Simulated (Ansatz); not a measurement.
A run for Ansatz (an electronic-structure program): U-PBE/cc-pVTZ on GeH2 (SMILES [GeH2]), a point of a bond scan (R = 1.759 Å).

Ansatz 0.2 input:
```yaml
crystal:
  periodic: [false, false, false]
  atoms:
    - {symbol: Ge, position_ang: [0.00662121, -0.00051204, 0.06580777]}
    - {symbol: H, position_ang: [-0.13622807, -1.24188175, -1.17261589]}
    - {symbol: H, position_ang: [-0.08863693, 1.14541518, -1.04581664]}
basis:
  gaussian:
    orbitals: cc-pVTZ
hamiltonian:
  xc: {name: PBE}
magnetization: {spin_polarized: true, initial_magnetization: 0}
```

### Question
Predict the final total energy.

### Answer
-2077.8560 hartree.
